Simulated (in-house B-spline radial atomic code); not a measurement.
## Ionising the titanium ion Ti³⁺ with different functionals

Computed with a B-spline radial code for spherical atoms: scalar-relativistic (spin-free X2C) Hamiltonian, Fermi nucleus of rms radius 3.5921 fm, spin-polarised at highest spin, spherical fractional occupations for the functionals, the average over the highest-spin determinants for Hartree-Fock. The ionisation energy is the difference of two self-consistent energies, [Ar] 3d1 → [Ne] 3s2 3p6, without Breit or QED terms; ε is the level of the shell that loses the electron (its least bound occupied spin orbital).

Hybrids are left out here: with spherical fractional occupations of an open shell their exact exchange keeps a self-interaction that integer-occupation calculations don't have.

```
           method          rung  ΔSCF (eV)  -ε(3d) (eV)
     Hartree-Fock  Hartree-Fock      42.20        43.13
         LDA VWN5           LDA      43.80        35.41
         LDA PW92           LDA      43.79        35.40
LDA exchange-only           LDA      42.16        33.89
              PBE           GGA      43.55        35.18
           PBEsol           GGA      43.52        35.14
             BLYP           GGA      43.52        35.14
             RPBE           GGA      43.49        35.12
             PW91           GGA      43.68        35.29
             BP86           GGA      43.58        35.20
             AM05           GGA      43.51        35.13
             OLYP           GGA      43.71        35.31
             TPSS      meta-GGA      43.31        34.97
             SCAN      meta-GGA      42.89        34.71
           r2SCAN      meta-GGA      42.95        34.77
          revTPSS      meta-GGA      43.13        34.81
```

How do they compare with the NIST value?

NIST lists 43.267 eV (measured, ground level to ground level). Errors run from -1.10 to +0.54 eV; TPSS is closest (+0.04 eV), but part of that can be cancellation, since the calculations leave out spin-orbit coupling, Breit-QED terms, multiplet and fine-structure energies. Hartree-Fock also lacks correlation.
